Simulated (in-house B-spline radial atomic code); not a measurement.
# OEP/ALDAx excitations of the chromium ion Cr⁶⁺

Method: OEP/ALDAx. Computed with a B-spline radial code for spherical atoms: linear response of the closed shell [Ne] 3s2 3p6 with the adiabatic LDA exchange kernel on the exchange-only optimised effective potential; scalar-relativistic (spin-free one-electron X2C), finite nucleus, no spin-orbit coupling, no double excitations, S, P, D and F terms only. Only terms of natural parity with L up to 3 were computed.

Command:
```bash
python run_td.py task.json out
```
Settings (radii: box in bohr, nucleus in fm):
```
Z                        24
electrons                18
configuration            [Ne] 3s2 3p6
hamiltonian              x2c
method                   oep
box_radius               14.35
rms_radius               3.6452
intervals                104
```

Run time, properties included: 1.4 s on 1 thread of Arm Neoverse N1 (shared host).

The lowest states, in the order of their Tamm-Dancoff energies; the method's threshold (minus the highest occupied level) is 160.54 eV. Labels give the largest channel, * marks a mixed state, and oscillator strengths are full-response dipole values. Semilocal kernels can invert the small singlet-triplet splittings of Rydberg terms. Energies in eV:

```json
{"state": "3p → 3d 3P", "full response": "?", "Tamm-Dancoff": "?", "oscillator strength": "-"}
{"state": "3p → 3d 3F", "full response": "44.24", "Tamm-Dancoff": "44.34", "oscillator strength": "-"}
{"state": "3p → 3d 1F", "full response": "48.11", "Tamm-Dancoff": "48.16", "oscillator strength": "-"}
{"state": "3p → 3d 1P", "full response": "61.55", "Tamm-Dancoff": "64.30", "oscillator strength": "3.54"}
{"state": "3s → 3d 3D", "full response": "75.06", "Tamm-Dancoff": "75.11", "oscillator strength": "-"}
{"state": "3s → 3d 1D", "full response": "79.88", "Tamm-Dancoff": "80.03", "oscillator strength": "-"}
{"state": "3p → 4s 3P", "full response": "81.74", "Tamm-Dancoff": "81.76", "oscillator strength": "-"}
{"state": "3p → 4s 1P", "full response": "82.81", "Tamm-Dancoff": "82.87", "oscillator strength": "0.281"}
{"state": "3p → 4p 3S", "full response": "90.14", "Tamm-Dancoff": "90.18", "oscillator strength": "-"}
{"state": "3p → 4p 3D", "full response": "?", "Tamm-Dancoff": "?", "oscillator strength": "-"}
```

**Question.** Where does 3p → 4p 3D lie?

**Answer.** At 91.23 eV in full response, 91.25 eV in Tamm-Dancoff.

**Question.** Where does 3p → 3d 3P lie?

**Answer.** At 43.00 eV in full response, 43.15 eV in Tamm-Dancoff.

**Question.** How large is the singlet-triplet splitting of 3p → 3d (F terms) in Tamm-Dancoff?

**Answer.** 3.82 eV, from the unrounded values.

**Question.** What polarisabilities and dispersion coefficient does the method give?

**Answer.** Dipole 0.8086 bohr³, quadrupole 0.7048 bohr⁵, C6 1.25 hartree·bohr⁶ for two such species.
